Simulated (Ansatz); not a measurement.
```yaml
crystal:
  periodic: [false, false, false]
  atoms:
    - {symbol: C, position_ang: [-1.602281, 1.804645, -0.022288]}
    - {symbol: Sn, position_ang: [-0.722322, -0.170584, 0.255812]}
    - {symbol: C, position_ang: [1.647221, -0.332542, 0.358711]}
    - {symbol: In, position_ang: [0.848449, -1.730715, -1.278746]}
    - {symbol: H, position_ang: [-1.074688, 2.211468, 0.688696]}
    - {symbol: H, position_ang: [-2.314926, 1.757718, -0.012413]}
    - {symbol: H, position_ang: [-1.090309, 1.917465, -1.042427]}
    - {symbol: H, position_ang: [-1.363788, -1.045594, 1.873182]}
    - {symbol: H, position_ang: [2.233163, -0.767415, 1.136933]}
    - {symbol: H, position_ang: [1.955822, 0.509801, -0.038853]}
    - {symbol: H, position_ang: [1.433394, -3.222403, -2.539376]}
basis:
  gaussian: {orbitals: ANO-RCC-VTZP}
hamiltonian: {xc: {name: BLYP}}
relax: {f_tol: 0.0001, max_steps: 3}
output: {forces: true}
```

```sh
$ ansatz run in.yaml --threads 4 --pin off --events-out ev --progress --plain --max-ram 10444MiB
```

Shortened log:

```
Functional definition: BLYP
2091 factors; their error is unknown
mean field evaluation 1: about -330253.5279 eV, gradient 1.3e2 eV
mean field evaluation 2: about -330035.9002 eV, gradient 2.3e2 eV
mean field evaluation 4: about -330284.3887 eV, gradient 4.4e1 eV
mean field evaluation 8: about -330290.5543 eV, gradient 1.9e0 eV
mean field evaluation 16: about -330290.5125 eV, gradient 4.6e-3 eV
mean field -330290.51251307 eV, -12137.9524559049 hartree, gradient 2.7e-5 eV, S^2 0.000000; 0 other end points of the search recorded, 0 dependent functions left out
reference -330290.51305273 eV, -12137.9524757371 hartree; 59, 59 occupied and 235, 235 virtual orbitals, 2091 factors
relax step   1: F+E_penalty+E_count = -330290.51251307 eV  Δ(F+E_penalty+E_count) = +0.000e0 eV  max|allowed force component| = 4.201e1 eV/Å  Δτ_max = 0.0000 Å  (38 SCF iters, accepted)
2091 factors; their error is unknown
mean field -330296.57008687 eV, -12138.1750676362 hartree, gradient 1.8e-5 eV, S^2 0.000000; 0 other end points of the search recorded, 0 dependent functions left out
reference -330296.57062246 eV, -12138.1750873188 hartree; 59, 59 occupied and 235, 235 virtual orbitals, 2091 factors
relax step   2: F+E_penalty+E_count = -330296.57008687 eV  Δ(F+E_penalty+E_count) = -6.058e0 eV  max|allowed force component| = 3.370e0 eV/Å  Δτ_max = 0.1913 Å  (44 SCF iters, accepted)
2091 factors; their error is unknown
mean field -330297.12334124 eV, -12138.1953993592 hartree, gradient 1.7e-5 eV, S^2 0.000000; 0 other end points of the search recorded, 0 dependent functions left out
reference -330297.12387935 eV, -12138.1954191343 hartree; 59, 59 occupied and 235, 235 virtual orbitals, 2091 factors
relax step   3: F+E_penalty+E_count = -330297.12334124 eV  Δ(F+E_penalty+E_count) = -5.533e-1 eV  max|allowed force component| = 1.638e0 eV/Å  Δτ_max = 0.1948 Å  (44 SCF iters, accepted)
Error: geometry relaxation did not converge after 3 steps: max|allowed force component| = 1.64e0 eV/Å (threshold 1.0e-4). Raise `relax.max_steps` over both its present limit and 3, loosen `relax.f_tol`, or start from a geometry closer to equilibrium. Where this run's directory can be resumed (`checkpoint.write`), a resume goes on for up to `relax.max_steps` more
```

In this input the relaxation is allowed too few steps for its threshold. No converged result was reached.
